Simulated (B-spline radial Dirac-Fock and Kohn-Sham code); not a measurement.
V: K-LL lines in intermediate coupling

System: atomic vanadium, configuration 1s2 2s2 2p6 3s2 3p6 3d5 (an excited configuration).

Input file task.json (cfg lists n, l and occupation; rrms is the nuclear radius in fm):

```json
{"items": [{
  "Z": 23,
  "q": 0,
  "cfg": [[1, 0, 2], [2, 0, 2], [2, 1, 6], [3, 0, 2], [3, 1, 6], [3, 2, 5]],
  "A": 51,
  "rrms": 3.6002,
  "do": ["binding", "quiet", "double"]
}]}
```

Run with: `python xray_run.py task.json out`

Model: relaxed Dirac-Fock hole states (ΔSCF) with Breit and QED corrections and a finite nucleus. Program: a radial finite-basis atomic code. The two-hole levels come from diagonalising the Coulomb interaction among the jj configurations; intensities are independent-particle Coulomb rates. Kinetic energies are from the vacuum level. Correlation energy is missing from these numbers. Open outer shells are spectators and are not coupled to the holes.

```csv
kinetic energy (eV),J,leading jj holes (weight),leading LS term (weight)
4159.8,0,L1L1 (0.98),¹S0 (0.98)
4256.1,1,L1L3 (0.56),¹P1 (0.99)
4285.1,0,L1L2 (1.00),³P0 (1.00)
4287.8,1,L1L2 (0.56),³P1 (0.99)
4292.2,2,L1L3 (1.00),³P2 (1.00)
4364.4,0,L2L2 (0.65),¹S0 (0.88)
4377.6,2,L2L3 (0.87),¹D2 (0.94)
4386.5,0,L3L3 (0.65),³P0 (0.90)
4386.6,1,L2L3 (1.00),³P1 (1.00)
4392.3,2,L3L3 (0.87),³P2 (0.94)
```

The intensity is shared as follows: 4377.6 eV 58.0 %, 4256.1 eV 20.4 %, 4159.8 eV 6.1 %, 4364.4 eV 6.0 %, 4392.3 eV 3.3 %, 4292.2 eV 2.9 %, 4287.8 eV 2.1 %, 4285.1 eV 0.7 %, 4386.5 eV 0.6 %, 4386.6 eV 0.0 %.

The strongest line, by its leading LS label ¹D2, lies at 4377.6 eV. The mean weight of the leading component is 0.81 in jj and 0.96 in LS coupling, so LS labels describe these levels better.

Values without a named source are computed, but for edge energies of neutral atoms, which are taken from tables.
